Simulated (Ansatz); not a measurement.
Input for Ansatz (a program for electronic structure): R-RI-MP2/aug-cc-pV(T+d)Z on C2H6S (a complex), monomers drawn apart or pushed together. Files ending in .json are basis or fitting sets from the Basis Set Exchange.

Ansatz 0.2 input:
```yaml
crystal:
  periodic: [false, false, false]
  atoms:
    - {symbol: C, position_ang: [-0.17321058, -0.67326616, 0.00477811]}
    - {symbol: C, position_ang: [-0.05183494, 0.63968581, 0.14238068]}
    - {symbol: H, position_ang: [-1.13728974, -1.16475925, 0.05475433]}
    - {symbol: H, position_ang: [0.68644867, -1.31057225, -0.16351888]}
    - {symbol: H, position_ang: [0.91217264, 1.13126436, 0.09237300]}
    - {symbol: H, position_ang: [-0.91156271, 1.27696807, 0.31066209]}
    - {symbol: S, position_ang: [0.59683965, -0.57949923, 5.03448941]}
    - {symbol: H, position_ang: [0.40930822, -0.43295746, 3.71069387]}
    - {symbol: H, position_ang: [-0.71633600, -0.47831694, 5.29439884]}
basis:
  gaussian:
    orbitals: aug-cc-pV_T+d_Z.json
    fitting: {mean_field: def2-universal-JKFIT, correlation: aug-cc-pVTZ-RIFIT.json}
magnetization: {spin_polarized: false}
correlation: {method: mp2, electrons: outside_noble_gas}
scf: {lower_state_search: off}
```

It printed:

```
WARN ansatz: RAYON_NUM_THREADS=1 ignored (pool sized by the plan → 1); use --threads N
Functional definition: HF
these checks for a lower state are left out or cut short: stability, starts, cluster_reference, orbital_swaps, neighbouring_geometries, increment
integrals: 0.28 GiB planned
386 factors; integrals over basis functions are off by at most 1.3e0 eV
mean field: 0.46 GiB planned
mean field evaluation 1: about -12971.4608 eV, gradient 2.9e1 eV
mean field evaluation 2: about -12973.5491 eV, gradient 1.1e1 eV
mean field evaluation 4: about -12973.8785 eV, gradient 4.2e-1 eV
mean field -12973.88023715 eV, -476.7813047034 hartree, gradient 1.4e-6 eV, S^2 0.000000; 0 other end points of the search recorded, 0 dependent functions left out
7 core orbitals not correlated
635 factors; their error is unknown
reference -12973.88023715 eV, -476.7813047034 hartree; 10, 10 occupied and 268, 268 virtual orbitals, 635 factors
second order -14.56634427 eV of doubles, -0.00000000 eV of singles
Total energy: -12988.44658142 eV, -477.3166079820 hartree
Checks for a lower state left out: stability, starts, cluster_reference, orbital_swaps, neighbouring_geometries, increment
```

The run converged.

Cost: roughly 3 core-seconds.
